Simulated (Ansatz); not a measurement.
A calculation with Ansatz (development build ahead of 0.2.0).

```yaml
crystal:
  periodic: [false, false, false]
  atoms:
    - { symbol: Mn, position_ang: [0.0, 0.0, 0.0] }
    - { symbol: Cu, position_ang: [0.0, 0.0, 2.4] }
basis:
  gaussian: { orbitals: def2-SVP }
magnetization:
  spin_polarized: true
  initial_magnetization: 4
hamiltonian:
  xc: pbe0
output:
  forces: true
```

The input is written out in the form of the current development build from the run's settings.

The run gave:

```json
{
 "Converged": "yes",
 "Total energy": "-2790.62664 hartree",
 "Spin squared of the determinant": "6.916",
 "Stability test": "minimum"
}
```

Forces (eV/Å):
| atom | Fx | Fy | Fz |
| --- | --- | --- | --- |
| Mn1 | 0.000 | 0.000 | -0.227 |
| Cu2 | 0.000 | 0.000 | 0.227 |

Caution: another spin multiplicity may lie lower; the unrestricted determinant is a mixture of spin states.
